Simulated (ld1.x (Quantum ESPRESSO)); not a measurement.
u(r) = r·R(r): atom against pseudo-atom (thulium)

Columns: radius, all-electron u(r) and pseudo u(r) of the 5s shell (level -57.66 eV) of thulium in the configuration [Kr] 4d10 4f12 5s2 5p6 5d1 6s2 6p0; Wu–Cohen, scalar-relativistic, RRKJ scheme, ld1.x (Quantum ESPRESSO) 7.5.

```tsv
r (bohr)	all-electron	pseudo
0.148	0.3674	0.1643
0.295	-0.2879	0.3298
0.443	-0.5251	0.4971
0.590	0.0040	0.6563
0.738	0.5818	0.7964
0.885	0.9340	0.8998
1.033	1.0670	0.9542
1.180	1.0506	0.9521
1.328	0.9522	0.8960
1.475	0.8206	0.7989
1.623	0.6824	0.6781
1.770	0.5546	0.5547
1.918	0.4421	0.4422
2.065	0.3484	0.3484
2.213	0.2712	0.2712
2.360	0.2099	0.2099
2.508	0.1612	0.1612
2.655	0.1234	0.1234
2.802	0.0941	0.0941
2.950	0.0714	0.0714
3.098	0.0541	0.0541
3.245	0.0409	0.0409
3.393	0.0309	0.0309
3.540	0.0233	0.0233
3.688	0.0175	0.0175
3.835	0.0131	0.0131
```

Task: How many radial nodes do the two functions have?

Result: The all-electron 5s function has n − l − 1 = 4 (the table is too coarse to show those close to the nucleus); the pseudo-wave has 0, since the states of the same l below it are removed with the core.

Task: At about which radius was the pseudo-wave matched?

Result: 2.00 bohr. The columns agree to 0.0005 from 1.77 bohr on; several derivatives are matched, so the curves merge somewhat inside the radius.

Task: Where does each function peak?

Result: Outermost all-electron maximum near 1.03 bohr, pseudo maximum near 1.03 bohr (to the table’s step).

Task: Is the pseudo-wave norm-conserving?

Result: Yes: the RRKJ scheme keeps the norm inside the radius equal to the all-electron one, which fixes the energy derivative of the logarithmic derivative at the level.
